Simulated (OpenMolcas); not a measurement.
5d3 along the 71-electron sequence

* Program: OpenMolcas 26.06
* Method: MS-CASPT2, IPEA 0.25 Eh, imaginary shift 0.1 Eh
* Basis: ANO-RCC-VTZP
* Scalar Hamiltonian: DKH2, point nucleus
* Spin-orbit coupling: RASSI with atomic mean-field integrals over the reference wave functions, term energies averaged over their components

Active space for each ion: 3 electrons in 10 orbitals (5d 6d); closed shells correlated by CASPT2: 5s 5p.

Computed levels in cm-1 above 4F 3/2:

```json
{"Level": "4F 5/2", "Re4+": "4950", "Os5+": "6530", "Ir6+": "8460", "Pt7+": "10470"}
{"Level": "4F 7/2", "Re4+": "9140", "Os5+": "11680", "Ir6+": "14590", "Pt7+": "17550"}
{"Level": "4P 1/2", "Re4+": "14520", "Os5+": "17190", "Ir6+": "19750", "Pt7+": "22610"}
{"Level": "2G 7/2", "Re4+": "19490", "Os5+": "23420", "Ir6+": "27840", "Pt7+": "32540"}
{"Level": "2H 9/2", "Re4+": "20640", "Os5+": "24720", "Ir6+": "29410", "Pt7+": "34460"}
{"Level": "4P 5/2", "Re4+": "21560", "Os5+": "25640", "Ir6+": "29880", "Pt7+": "34440"}
{"Level": "2P 1/2", "Re4+": "23950", "Os5+": "29350", "Ir6+": "34920", "Pt7+": "40770"}
{"Level": "2H 11/2", "Re4+": "28170", "Os5+": "33250", "Ir6+": "38850", "Pt7+": "44820"}
{"Level": "2D 5/2(1)", "Re4+": "29800", "Os5+": "35500", "Ir6+": "41590", "Pt7+": "47910"}
{"Level": "weight of 4F in the lowest level (%)", "Re4+": "85", "Os5+": "82", "Ir6+": "78", "Pt7+": "76"}
```

Mixed levels, with the weight of the term that names them: Re4+ 4P 1/2 (63 %), Re4+ 2H 9/2 (55 %), Re4+ 2P 1/2 (63 %), Os5+ 4P 1/2 (66 %), Os5+ 2H 9/2 (56 %), Os5+ 2P 1/2 (66 %), Ir6+ 4P 1/2 (67 %), Ir6+ 2H 9/2 (55 %), Ir6+ 2P 1/2 (67 %), Pt7+ 4P 1/2 (67 %), Pt7+ 2G 7/2 (73 %), Pt7+ 2H 9/2 (53 %), Pt7+ 2P 1/2 (67 %).

Measured, with the error of the calculation in %. Measured levels: Re4+ from the list in Brasseur, Gamrath and Quinet, At. Data Nucl. Data Tables 157, 101636 (2024); Os5+ from the list in Brasseur, Palmeri and Quinet, Atoms 13, 11 (2025).

| Level | Re4+ | Os5+ |
| --- | --- | --- |
| 4F 5/2 | 4853 (+2.0) | 6397 (+2.2) |
| 4F 7/2 | 8973 (+1.9) | 11444 (+2.1) |
| 4P 1/2 | 14325 (+1.4) | 16772 (+2.5) |
| 2G 7/2 | 19013 (+2.5) | 22920 (+2.2) |
| 2H 9/2 | 19967 (+3.4) | 24028 (+2.9) |
| 4P 5/2 | 20922 (+3.1) | 24828 (+3.3) |
| 2P 1/2 | 23669 (+1.2) | 28860 (+1.7) |
| 2H 11/2 | 27077 (+4.0) | 32156 (+3.4) |
| 2D 5/2(1) | 28739 (+3.7) | 34418 (+3.2) |

The fine-structure level 4F 7/2 changes by a factor of 1.92 from Re4+ to Pt7+. Its fourth root runs 9.78, 10.40, 10.99, 11.51, with steps per unit of Z of 0.62, 0.59, 0.52; equal steps would mean a (Z - σ)^4 law with constant σ.

4P 1/2 changes by a factor of 1.56 over the same range, with steps per unit of Z of +2670, +2560, +2860 cm-1.

Term energies are means over components that CASPT2 splits; among the terms shown or strongly mixed into the levels shown the widest spread is 590 cm-1 (5d3 4F, Ir6+). Active for correlation alone: 6d; no level in the range computed is led by a configuration that fills it, so any true level of that kind is missing. The CASPT2 spread within a term exceeds the gap to the next term for 5d3 2H and 5d3 2D(1), so the order of their levels is uncertain (holds for Re4+). Computed and measured levels are paired by configuration, term and J; levels that our copy of the source lacks, or whose pairing is in doubt (as where it misses far off the trend of its configuration), stay unpaired and out of the deviations. Levels of configurations outside the active space are missing.

A number in round brackets counts repeated terms of one configuration in the order of the reference energies.
